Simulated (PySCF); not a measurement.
# Electron correlation in In⁺ (indium, charge +1)

[Kr] 4d10 5s2, closed-shell 1S. All numbers are calculated (PySCF 2.14, the spin-free X2C one-electron Hamiltonian (Gaussian nucleus), in x2c-TZVPPall with one added diffuse shell each of s, p, d, f type (9s7p5d3f, 76 functions)). Frozen: [Ar] 3d10; 20 electrons correlated.

| level | correlation energy (mhartree) |
| --- | --- |
| CCSD | -348.49 |
| (T) | -8.58 |
| CCSD(T) | -357.07 |

Diagnostics: T1 = 0.012, D1 = 0.0349, largest double amplitude 0.071.

Problem. Is a single reference adequate?

Solution. Mostly. T1 lies below 0.03, but a double amplitude of this size points to a near-degeneracy that CCSD handles and MP2 describes poorly.

This basis was not built for core-valence correlation, so the inner-shell part is incomplete.
